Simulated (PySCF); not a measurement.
# Field gradients at the hydrogen positions

Species: C5H8F2N (charge +1).
Structure used (GFN2-xTB), in Å, numbered top down from 1:
```xyz
16
C5H8F2N angstrom
C      3.2180   -0.4866   -0.6150
N      1.9715    0.0458   -0.4066
C      0.9347    0.5121   -0.2384
C     -0.3918    0.9342   -0.0067
C     -1.2825   -0.3206    0.3100
C     -2.7338    0.0219    0.5390
F     -1.1362   -1.1939   -0.7168
F     -0.7421   -0.9391    1.3880
H      3.3545   -1.3442    0.0488
H      3.3030   -0.8135   -1.6541
H      3.9813    0.2653   -0.4023
H     -0.4258    1.6184    0.8476
H     -0.7880    1.4383   -0.8942
H     -2.8363    0.6966    1.3840
H     -3.1603    0.4724   -0.3527
H     -3.2738   -0.8982    0.7580
```

Level: PBE0/pcSseg-1 (PySCF, non-relativistic); Q(2H) = 0.00286 b; rigid geometry, the same for H and D, with no vibrational averaging.

**Question.** Rank these positions by the coupling χzz of a deuteron there, largest first.
A. H14 (methyl hydrogen)
B. H11 (methyl hydrogen)
C. H16 (methyl hydrogen)

**Answer.** A (207 kHz), C (203 kHz), B (193 kHz).

**Question.** Tabulate Vzz, the asymmetry η and χzz = 234.96 MHz × Q × Vzz for every hydrogen position.

**Answer.** 
```csv
atom,bonded to,bond length (Å),Vzz (au),η,χzz (kHz)
H9,C1,1.093,0.2864,0.09,192
H10,C1,1.093,0.2873,0.10,193
H11,C1,1.092,0.2879,0.09,193
H12,C4,1.095,0.2838,0.07,191
H13,C4,1.095,0.2842,0.07,191
H14,C6,1.086,0.3080,0.05,207
H15,C6,1.086,0.3080,0.06,207
H16,C6,1.089,0.3020,0.04,203
```

**Question.** How does χzz go with the bond length over the 8 C–H bonds?

**Answer.** A straight-line fit has a slope of -19.8 kHz for each 0.01 Å, with a correlation coefficient of -0.99, over lengths from 1.086 to 1.095 Å. The longer bonds have the smaller couplings here.

**Question.** A static deuteron (I = 1) shows a doublet split by (3/2)χ, (3/4)χ(1 + η) and (3/4)χ(1 − η) with the field along z, y and x of the gradient. What are these for H11?

**Answer.** With |χ| = 193.5 kHz and η = 0.095: 290, 159 and 131 kHz, to first order and without motion.

The structure is a single GFN2-xTB conformer in the gas phase; no vibrational or solvent corrections. GFN2-xTB bond lengths can be off by several hundredths of an ångström, more for odd bonds, and the gradients follow them. The small basis limits the accuracy of the gradients.
